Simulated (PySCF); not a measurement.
Computed shifts of a molecule C2H8AlNO, PBE/pcSseg-1 run with PySCF, GIAO, gas phase, atoms alike by connectivity averaged where their shifts nearly agree, in ppm (number of nuclei): ¹³C: 13.1 (1), -0.7 (1). ¹H: 1.52 (1), 1.48 (3), 0.64 (1), 0.59 (2), 0.32 (1). ¹⁵N: 28.0 (1). References: ¹³C against TMS (σ = 182.0 ppm); ¹H against TMS (σ = 31.49 ppm); ¹⁷O against H2O (σ = 334.3 ppm); ¹⁵N against NH3 (σ = 267.0 ppm), references at their B3LYP-D3(BJ)/def2-TZVP geometries, non-relativistic. Geometry optimised at PBE0-D3(BJ)/def2-SVP. The values are those of a single conformer.

Task: Identify the compound among the candidates.
A. C[CH2][Al]([NH2])[OH]
B. C[N](C)[AlH][OH]
C. CC[O][AlH][NH2]
D. C[NH][AlH][O]C

Result: A, C[CH2][Al]([NH2])[OH]
